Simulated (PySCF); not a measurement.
BH6N3

The system: BH6N3, a small molecule; neutral, singlet. The structure, one conformer, was relaxed in the gas phase by PBE0-D3(BJ)/def2-SVP. No frequency run checks that it is a minimum.

SMILES: NB(N)N

Coordinates in Å:
```
N1      0.868   -0.737    0.885
B2      0.004   -0.001    0.014
N3     -1.413   -0.057    0.198
N4      0.557    0.788   -1.042
H5      1.871   -0.627    0.874
H6      0.531   -1.208    1.711
H7     -2.067    0.359   -0.446
H8     -1.851   -0.664    0.873
H9     -0.004    1.304   -1.701
H10     1.547    0.857   -1.218
```

Shieldings: GIAO PBE0/pcSseg-2. Shifts are against computed references at the same level: H TMS (σ 31.24 ppm). Core levels by delta-SCF with SCAN, pcX-2 on the ionised atom and pcseg-1 elsewhere, spin-free X2C; from the vacuum level, for chosen atoms.

(1) Give the NMR and core-level values of the distinct atoms.

(2) By CAM-B3LYP/def2-SVPD (TDDFT singlets, Tamm-Dancoff triplets, ionisation by delta-SCF), where does absorption start, and what does vertical ionisation take?

## Answers

(1) 
| atoms | bonded to | σ (ppm) | δ (ppm) | core level (eV) |
| --- | --- | --- | --- | --- |
| N1 N3 N4 | 1 B + 2 H | 223.2 | - | 1s 404.34 |
| B2 | 3 N | 77.8 | - | 1s 195.76 |
| H5 H6 H7 H8 H9 H10 | 1 N | 30.15 | 1.09 | - |

Values are those of this one static structure; atoms that internal rotation interchanges would show their mean in an NMR spectrum.

(2) The first singlet with intensity lies at 7.05 eV (f 0.106); what lies below it is dark. The lowest singlet lies at 5.83 eV (f 0.000), the strongest of the first 6 at 7.05 eV (f 0.106), the lowest triplet at 5.60 eV; vertical ionisation takes 9.12 eV.

The 3 runs behind this took 2.6 min in all, one thread each of Arm Neoverse N1 on a shared host, launched as `OMP_NUM_THREADS=1 python cluster_run.py task.json out`.
